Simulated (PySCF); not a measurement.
Saddle point of AlAsH₆, singlet (AlH₃ + AsH₃ → AlAsH₄ ([AlH2][AsH2]) + H₂; bonds formed: Al1–As6, H2–H5; bonds broken: Al1–H2, H5–As6), PBE0-D4/def2-TZVP structure:

```csv
atom,x (Å),y (Å),z (Å)
Al1,-0.2883,-0.9132,-0.3893
H2,1.1786,-0.6856,-1.2113
H3,-1.4703,-0.7357,-1.4149
H4,-0.0945,-1.8881,0.8305
H5,0.9604,0.2612,-0.6454
As6,0.3022,1.6275,0.4541
H7,-1.1977,1.3963,0.6021
H8,0.6096,0.9374,1.7743
```

Energies are electronic, without zero-point energy. Barriers and step energies count from the start structure reached by relaxing down the imaginary mode; all methods use the PBE0-D4 structures, on which another method's saddle can fall below an end. Computed with PySCF 2.14 with density fitting (its default auxiliary sets; JK sets also for MP2 and CCSD(T)) (basis: def2-TZVPP, with def2-QZVPP for the basis limit); correlated methods freeze the cores. Filled d shells of the heavier atoms are correlated. The def2 sets are not built for correlating such inner shells, so the correlated values are less sure here. B3LYP uses VWN-RPA correlation. Extrapolation: Hartree–Fock as exp(−7.88 √X), correlation as X^−2.97.

| method | barrier (kcal/mol) | step energy (kcal/mol) |
| --- | --- | --- |
| SPW92 | ? | -8.15 |
| PBE-D4 | 11.36 | -8.89 |
| BLYP-D4 | 15.33 | -7.16 |
| r2SCAN-D4 | 12.78 | -8.95 |
| PBE0-D4 | 14.25 | -8.91 |
| B3LYP-D4 | ? | -7.28 |
| BHLYP-D4 | ? | -7.05 |
| CAM-B3LYP-D4 | 19.52 | -6.62 |
| wB97M-V | 19.49 | -7.60 |
| HF | 31.09 | -5.51 |
| MP2 | 18.57 | -9.91 |
| CCSD | 21.78 | -7.43 |
| CCSD(T) | 19.82 | -8.00 |

Q: Fill in the withheld barriers. (Judge from chemistry; the value comes from the calculation.)

A: The calculation gives: BHLYP-D4 21.32; B3LYP-D4 17.34; SPW92 7.26 kcal/mol. Each is the energy of the saddle less that of the start structure, by the same method.

For comparison, the barrier by CCSD(T) at an estimated basis limit (MP2 extrapolated from triple and quadruple zeta, plus CCSD(T) − MP2 in triple zeta) is 18.32 kcal/mol.

No T1 diagnostic of these runs exceeds 0.012. The end structure is not quite a true minimum (one mode of 68i cm⁻¹).

Labels in which every atom is bracketed show which atoms are joined, not bond orders.

For scale, one of the runs: CCSD(T)/def2-TZVPP, 174 basis functions, launched by `OMP_NUM_THREADS=4 python run.py`. Hardware: 4 CPU threads of an Arm Neoverse V2, shared host. Wall time 3 min; peak host memory 1.6 GiB.
